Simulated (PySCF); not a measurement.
Compound: C3H12NSi2 (doublet state).
Z-matrix (Å and degrees, GFN2-xTB geometry), rows numbered from 1:
```
C 
C   1  1.4886
C   2  1.4884  1  117.66
N   2  1.3861  1  121.21  3   179.77
Si  4  1.7513  2  119.69  1  -152.17
Si  4  1.7510  2  119.51  1    28.39
H   1  1.0919  2  109.83  3   -35.71
H   1  1.0876  2  111.24  3  -155.94
H   1  1.0974  2  112.33  3    83.33
H   3  1.0918  2  109.89  1   -36.43
H   3  1.0876  2  111.23  1  -156.78
H   3  1.0973  2  112.22  1    82.57
H   5  1.4593  4  107.22  2   157.50
H   5  1.4613  4  107.98  2    37.51
H   5  1.4717  4  110.39  2   -83.33
H   6  1.4592  4  107.08  2   158.42
H   6  1.4713  4  110.38  2   -82.56
H   6  1.4615  4  107.96  2    38.24
```

The hyperfine couplings belong to this conformer and change with its torsions.

Identity: `N([SiH3])([C](C)C)[SiH3]` [radical].

Level of theory: UKS B3LYP, pcH-1 on C H N Si, non-relativistic, mean-field spin-orbit, GIAO in PySCF. Isolated species at its GFN2-xTB geometry, gas phase. Couplings are sensitive to structure, and on GFN2-xTB geometries they can be far from those on DFT ones. The frame is twisted about the C2–N4 bond at this geometry (dihedral C3–C2–N4–Si5 = 28°); couplings at other torsion angles weren't computed. Stability of the SCF solution: not tested.

Largest spin populations (Mulliken): C2 (+0.86), C3 (-0.08) and C1 (-0.08). No atom but C2 exceeds +0.15. The positive populations add up to 1.15 and the negative ones to -0.15, together 2S = 1. The angles at C2 add up to 360.0°, so it is planar.

(1) List the C–H protons on four-coordinate carbons next to a three-coordinate spin centre, with their couplings and θ (C–H bond against the normal to the plane of the centre's neighbours, projected along the bond that joins the two).

(2) What would the freely rotating methyl group on C1 show?

Answers

(1) 
```tsv
β H	on	centre	θ (°)	cos²θ	a (G)
H7	C1	C2	54	0.34	+19.27
H8	C1	C2	66	0.16	+6.70
H9	C1	C2	7	0.99	+41.21
H10	C3	C2	54	0.35	+19.66
H11	C3	C2	67	0.16	+6.40
H12	C3	C2	7	0.98	+41.22
```

Fitting the Heller–McConnell form a = ρ(B0 + B2 cos²θ), with Mulliken ρ = 0.86, gives B0 = 2.9 G and B2 = 46.6 G, with a largest miss of 3.1 G. By this fit the coupling would be 42.5 G at θ = 0° and 2.5 G at 90°.

(2) Three equal couplings, a 1:3:3:1 quartet. The mean of the three values of this geometry estimates the splitting: 22.4 G, or 62.8 MHz (three bonds 120° apart have a mean cos²θ of 1/2 at any torsion).

Couplings in gauss use g_iso = 2.0028.

On Arm Neoverse V2, one thread, shared host, this took 96 s of wall time (grids of density and orbitals included) and 0.96 GiB of memory at its peak.
